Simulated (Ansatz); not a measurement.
Consider the substitution at a C–Cl bond: `[SiH3]/C=C\CCl` + H–F → `FC/C=C/[SiH3]` + HCl.

Calculated with Ansatz (gas phase, PBE0-D4/def2-TZVP geometries, no zero-point term in ΔE). CBS: MP2 limit from def2 TZ/QZ plus the TZ coupled-cluster correction, frozen cores. This one scheme is used for every species. Double bonds are as drawn, so ΔE can hold a change between cis and trans. DFT in def2-TZVPP. B3LYP here is the variant with VWN-RPA as its local correlation; programs differ in this. One conformer a species, not always the lowest.

```
             level  ΔE (kJ/mol)  difference from CCSD(T)/CBS
         revPBE-D4         19.7                         -1.1
           BLYP-D4         12.1                         -8.7
        r2SCANh-D4          8.6                        -12.2
          BHLYP-D4          7.7                        -13.1
            B2PLYP          9.6                        -11.2
            revPBE          8.9                        -11.9
             B3LYP          2.6                        -18.2
RPA@PBE/def2-TZVPP         10.0                        -10.8
      MP2/def2-SVP          0.7                        -20.1
     HF/def2-TZVPP         -6.2                        -27.0
    MP2/def2-TZVPP         24.8                          4.0
SCS-MP2/def2-TZVPP         17.2                         -3.6
   CCSD/def2-TZVPP         10.5                        -10.3
CCSD(T)/def2-TZVPP         14.2                         -6.6
     HF/def2-QZVPP         -5.8                        -26.6
      HF/CBS(def2)         -5.8                        -26.6
       CCSD(T)/CBS         20.8                            0
```

Largest T1 diagnostic among the species: 0.011.

Leaving LDA and LC-ωPBE aside and taking each functional with its dispersion term where it has one, the values, not all of them listed here, spread over 17.7 kJ/mol, from B97M-V to revPBE-D4. In def2-TZVPP, CCSD(T) changes the Hartree–Fock value by +20.4 kJ/mol (the triples alone add +3.7 kJ/mol) and MP2 by +31.0 kJ/mol. The D4 term adds +8.1 kJ/mol with B3LYP and +4.5 kJ/mol with PBE0; it sums over pairs of atoms, weighted by their polarisabilities, and B3LYP, whose exchange is more repulsive, gets the larger term.
